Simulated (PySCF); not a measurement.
H3O4Si, multiplicity 2. Atoms are numbered in the order given.

```xyz
8

O     -1.1966     0.8296     0.8691
Si    -0.0274     0.0143    -0.0080
O     -0.7851    -1.1167    -0.9287
O      0.8838     0.9177    -1.0370
O      0.9559    -0.5673     1.1878
H     -0.4662    -1.2026    -1.8355
H      1.4485     1.5996    -0.6554
H      0.5370    -1.1039     1.8725
```
Charge 0, spin multiplicity 2.

Coordinates come from a B3LYP-D3(BJ)/def2-SVP optimisation. The isomer is the one that the SMILES or the coordinates give; other isomers of the formula were not compared. One conformer was computed; it need not be the lowest.

Calculation: PBE0/def2-TZVP in PySCF.

ESP charges are fitted to the potential on shells at 1.4 to 2.0 van der Waals radii. Atomic charges (e):

| atom | ESP fit | meta-Löwdin | Löwdin | Mulliken | Mulliken spin |
|---|---|---|---|---|---|
| O1 | -0.36 | -0.47 | 0.01 | -0.28 | 0.94 |
| Si2 | 1.14 | 1.61 | -0.32 | 0.80 | -0.02 |
| O3 | -0.70 | -0.75 | -0.09 | -0.51 | 0.02 |
| O4 | -0.73 | -0.76 | -0.10 | -0.53 | 0.00 |
| O5 | -0.72 | -0.74 | -0.08 | -0.50 | 0.06 |
| H6 | 0.46 | 0.37 | 0.19 | 0.34 | 0.00 |
| H7 | 0.45 | 0.37 | 0.19 | 0.34 | 0.00 |
| H8 | 0.45 | 0.37 | 0.19 | 0.34 | 0.00 |

Computed Mayer and Wiberg (Löwdin basis) orders of the bonds:
```csv
bond,Mayer,Wiberg
O1–Si2,1.17,1.68
Si2–O3,1.23,1.68
Si2–O4,1.22,1.67
Si2–O5,1.21,1.65
O3–H6,0.86,1.01
O4–H7,0.87,1.01
O5–H8,0.87,1.01
```
